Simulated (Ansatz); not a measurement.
Computed with Ansatz on PBE0-D4/def2-TZVP structures; ΔE is electronic, products minus reactants. CCSD(T)/CBS adds triple-zeta CCSD(T) − MP2 to the extrapolated MP2 energy (def2 sets, frozen cores). def2 core potentials past Kr. For Ge, Te outer-core shells are correlated without core-valence functions, which leaves a few kJ/mol of doubt a bond. Scalar relativity is left out up to krypton. Each species was taken in one conformer, which may not be the lowest.

Consider the ligand exchange at a B–Te bond: `B[Te][SiH2]N` + `C=C[NH][GeH3]` → `B[N]([GeH3])C=C` + `N[SiH2][TeH]`.

```tsv
species	SCS-MP2/def2-QZVPP energy (Eh)
`B[Te][SiH2]N`	-639.71222
`C=C[NH][GeH3]`	-2210.76475
`B[N]([GeH3])C=C`	-2236.17802
`N[SiH2][TeH]`	-614.32761
```

Problem. Work out ΔE.

Solution. ΔE = (-2236.17802) + (-614.32761) − (-639.71222) − (-2210.76475) = -0.02866 Eh = -0.78 eV. CCSD(T)/CBS gives -0.78 eV.

Largest T1 diagnostic among the species: 0.014.

From PBE to PBE0 (25 % exact exchange), in def2-TZVPP and without D4, ΔE moves by −0.04 eV.
